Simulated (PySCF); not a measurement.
Vibration and rotation of InH

RHF-CCSD(T) constants of InH, ¹Σ⁺ (singlet), closed shell (basis In def2-TZVP with ECP28, H def2-TZVP; scalar-relativistic core potentials; PySCF 2.14; masses 114.9039 and 1.0078 u):

| Item | Value |
| --- | --- |
| ωe | 1511.8 cm⁻¹ |
| ωexe | 27.3 cm⁻¹ |
| Be | 5.0092 cm⁻¹ |
| αe | 0.145 cm⁻¹ |
| D (centrifugal) | 0.000220 cm⁻¹ |
| De to In + H | 2.61 eV |

Q: Estimate the standard entropy (1 bar) and heat capacity of the ideal gas at 298.15 K, rigid rotor with B0 and harmonic oscillator at the fundamental.

A: Translation (Sackur–Tetrode, M = 115.91 u): 168.1 J/(mol K). Rotation: q = kT/(σB0) = 42.0 with σ = 1, 39.4. Vibration: x = hcν0/kT = 7.03, 0.06. S° = 207.6 J/(mol K); Cp = 7R/2 + 0.36 = 29.5 J/(mol K).

Correlated steps freeze 4 core orbitals. These are scalar-relativistic numbers at best; spin–orbit coupling would shift them, the dissociation energy most. Where the molecule has an RHF reference, its open-shell atoms are computed with UHF.
